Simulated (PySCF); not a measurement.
## How methods differ on the excitation energy of Ta

Ta [Xe] 4f14 5d3 6s2 (4F) → Ta [Xe] 4f14 5d5 (6S), as a difference of total energies. Computed with PySCF 2.14 in aug-cc-pVTZ-PP with one added diffuse shell each of s, p, d, f, g type with ECP60MDF (7s7p6d4f3g, 113 functions), with scalar relativity through the core potential. Correlated levels: valence: 5s2 5p6 frozen. The calculations carry no spin-orbit coupling.

```csv
method,excitation energy (eV)
UHF,3.006
LDA,2.830
PBE,2.707
PBE0,2.760
r2SCAN,2.894
MP2 (valence),3.353
SCS-MP2 (valence),4.173
```

**Question.** How much does correlation contribute at MP2 (valence)?

**Answer.** 3.353 − (3.006) = 0.347 eV, measured against UHF.
